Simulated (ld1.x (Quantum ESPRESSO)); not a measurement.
## Which change was made? (Br, TM)

```json
{
  "Element": "bromine (Br)",
  "Generator": "ld1.x (Quantum ESPRESSO) 7.5",
  "Type": "norm-conserving Troullier–Martins (Kleinman–Bylander form)",
  "Functional": "Wu–Cohen",
  "Relativity": "fully relativistic",
  "Frozen core": "[Ar] 3d10",
  "Valence charge": "7",
  "Reference configuration": "4s2 4p4.5 (charge +0.5)",
  "Partial waves": "4s (bound): rc 1.10 bohr; 4p (bound): rc 1.70 bohr; 4d channel at 0.3 Ry: rc 1.80 bohr",
  "Local potential": "the d channel",
  "Core correction": "Bessel-smoothed model core inside 0.95 bohr"
}
```

Open shells are filled in proportion to 2j + 1 (rel_dist='average').

Cutoffs, loose and tight: the cutoffs (Ry, on a coarse ladder) from which the occupation-weighted sum of valence levels, in a spherical-Bessel basis at the reference potential, stays within 10 and 1 mRy of its value at 400 Ry. They do not see the model core or the augmentation charge, which bear on the density cutoff. Test errors are all-electron minus pseudo excitation energies from the reference, over the configurations 4s2 4p5; 4s2 4p4; 4s2 4p3; 4s2 4p5.3; 4s1 4p6; 4s2 4p1; 4s2 4p2; variants that change the core or the reference have their own tests. The largest error is taken over the tests solved by every variant that gives reliable tests at all, those not shown here included: 4s1 4p6; 4s2 4p5; 4s2 4p5.3.

The base gives: outcome: generated; cutoff, loose: 100 Ry; cutoff, tight: 200 Ry; bound ghosts: none; largest test error (meV): -11.

Task: After one change the result is: outcome: generated; cutoff, loose: 55 Ry; cutoff, tight: 110 Ry; bound ghosts: none; largest test error (meV): -6.6. Which change was it?
A. wave 4s (bound): rc 1.10 bohr becomes 4s (bound): rc 1.66 bohr
B. wave 4s (bound): rc 1.10 bohr becomes 4s (bound): rc 1.22 bohr
C. wave 4s (bound): rc 1.10 bohr becomes 4s (bound): rc 0.92 bohr

Result: B. The others give: wave 4s (bound): rc 1.10 bohr becomes 4s (bound): rc 1.66 bohr → outcome: generated; cutoff, loose: 40 Ry; cutoff, tight: 70 Ry; bound ghosts: none; largest test error (meV): -7.7 | wave 4s (bound): rc 1.10 bohr becomes 4s (bound): rc 0.92 bohr → outcome: generated; cutoff, loose: 260 Ry; cutoff, tight: over 300 Ry; bound ghosts: s; largest test error (meV): -51.
